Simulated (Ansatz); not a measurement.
Reaction (ligand exchange at the Si–Cl bond): `BN(C)[SiH2]Cl` + H–F → `BN(C)[SiH2]F` + HCl

Isolated molecules relaxed with PBE0-D4/def2-TZVP in Ansatz; ΔE leaves out vibrations. CCSD(T)/CBS is the MP2 limit (def2-TZVPP, def2-QZVPP) plus CCSD(T) − MP2 in def2-TZVPP, frozen cores. This one scheme is used for every species. DFT in def2-TZVPP. B3LYP here is the variant with VWN-RPA as its local correlation; programs differ in this. One conformer a species, not always the lowest.

`BN(C)[SiH2]Cl`:

Z-matrix (Å, degrees):
```
C
N 1 1.461
H 1 1.093 2 110.9
H 1 1.090 2 109.5 3 -119.9
H 1 1.094 2 111.0 3 120.1
Si 2 1.736 1 117.0 3 -63.6
B 2 1.399 1 122.0 3 116.2
Cl 6 2.058 2 109.9 1 63.6
H 6 1.473 2 109.7 1 -176.8
H 6 1.481 2 109.5 1 -52.3
H 7 1.198 2 119.3 1 1.4
H 7 1.197 2 119.1 1 -178.9
```

H–F:

Cartesian coordinates in Å:
```
F -0.368 0.254 0.108
H 0.368 -0.254 -0.108
```

`BN(C)[SiH2]F`:

```xyz
12

B     1.342    0.669   -0.658
N     0.240    0.024   -0.085
C     0.339   -1.325    0.470
Si   -1.312    0.791   -0.016
F    -1.722    1.023    1.513
H     1.210    1.780   -1.082
H     2.394    0.097   -0.716
H     1.340   -1.718    0.300
H     0.145   -1.321    1.546
H    -0.385   -1.997   -0.001
H    -1.252    2.097   -0.696
H    -2.339   -0.121   -0.574
```

HCl:

```xyz
2

Cl    0.301    0.551    0.122
H    -0.301   -0.551   -0.122
```

Task: Is it downhill or uphill in electronic energy at CCSD(T)/CBS, and by how much? (Estimate.)

Result: Ansatz gave: Downhill: ΔE = -38.5 kJ/mol.

Task: What do these levels give: r2SCAN-D4, B3LYP-D4, ωB97X-V, ωB97M-V, PBE, HF/def2-TZVPP, MP2/def2-TZVPP, SCS-MP2/def2-TZVPP, CCSD/def2-TZVPP, HF/def2-QZVPP, MP2/CBS(def2), CCSD/CBS(def2)? (Estimate.)

Result: Ansatz gave: r2SCAN-D4 -41.6, B3LYP-D4 -42.6, ωB97X-V -42.4, ωB97M-V -41.4, PBE -37.2, HF/def2-TZVPP -55.0, MP2/def2-TZVPP -36.7, SCS-MP2/def2-TZVPP -43.2, CCSD/def2-TZVPP -45.1, HF/def2-QZVPP -56.8, MP2/CBS(def2) -32.7, CCSD/CBS(def2) -41.2 kJ/mol.

Largest T1 diagnostic among the species: 0.012.

The D4 term adds +7.0 kJ/mol with B3LYP and +3.8 kJ/mol with PBE0; it sums over pairs of atoms, weighted by their polarisabilities, and B3LYP, whose exchange is more repulsive, gets the larger term. In def2-TZVPP, CCSD(T) changes the Hartree–Fock value by +12.5 kJ/mol (the triples alone add +2.6 kJ/mol) and MP2 by +18.3 kJ/mol.
